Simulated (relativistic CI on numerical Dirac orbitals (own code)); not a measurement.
**Mn²⁺ in a cubic cluster: 2p photoemission with charge transfer**

Computed with a charge-transfer multiplet model of a cubic metal-ligand cluster with up to one ligand hole, Slater and spin-orbit integrals from Dirac-Coulomb-Breit ions, Slater integrals scaled by 0.9. The parameters are those of a tetrahedral site (10Dq negative, t2 hopping the larger). The ground state mixes d5 with configurations of k ligand holes L, whose averages lie at kΔ + k(k − 1)U_dd/2; a core hole lowers each added d electron by U_cd. 20 K, Lorentzian 0.6 eV and Gaussian 0.8 eV FWHM.

Atomic integrals in eV (Slater integrals scaled, ζ unscaled), ground: F2dd 9.229, F4dd 5.732, zeta_d 0.037; with the core hole: F2dd 10.932, F4dd 6.843, zeta_d 0.060, zeta_core 6.788, F2cd 6.321, G1cd 4.735, G3cd 2.690.

Cluster parameters (eV): U_dd = 5.2, U_cd = 6.1, 10Dq = -0.2, 10Dq(ligand) = 0, V(eg) = 1.1, V(t2g) = -1.87, final-state hopping factor = 1.

```json
{"Case": "Δ = 2.8 eV", "n_d": "5.21", "d5": "0.79", "d6L": "0.21", "S": "2.50"}
{"Case": "Δ = 3.8 eV", "n_d": "5.17", "d5": "0.83", "d6L": "0.17", "S": "2.50"}
{"Case": "Δ = 4.8 eV", "n_d": "5.15", "d5": "0.85", "d6L": "0.15", "S": "2.50"}
```

Weights, n_d and S are thermal averages at 20 K. Binding energies count from the first peak over 30 % of the highest in each spectrum, which can be another peak from case to case. The parameters are a model scan and need not match a compound or its usual spin state. Peaks in eV (height, largest 100):
- Δ = 2.8 eV: 0.0 (100), 1.1 (84), 5.9 (16), 7.3 (23), 12.2 (46), 13.3 (43), 16.2 (9), 19.5 (7), 20.5 (7)
- Δ = 3.8 eV: 0.0 (100), 1.1 (84), 3.9 (18), 7.4 (21), 12.2 (45), 13.3 (44), 16.6 (7), 19.5 (6), 20.5 (6)
- Δ = 4.8 eV: 0.0 (100), 1.2 (84), 4.6 (17), 7.5 (18), 12.2 (44), 13.4 (45), 20.7 (5)

For the case Δ = 4.8 eV, Δ = 4.8 eV is smaller than U_dd = 5.2 eV, the charge-transfer side of the Zaanen-Sawatzky-Allen scheme. With the core hole the configuration with one ligand hole lies at Δ − U_cd = -3.3, -2.3, -1.3 eV from the one without, in the order of the table; where this is negative the screened configuration lies lower, though the effective hopping of about 3.5 eV (from the holes of the mixed ground state) mixes the two strongly wherever it is as large as the gap.

With at most 1 ligand hole the space is cut while the next configuration still counts, so covalency is underestimated, and a final configuration with one more ligand hole, which can lie low, is missing from the spectra.
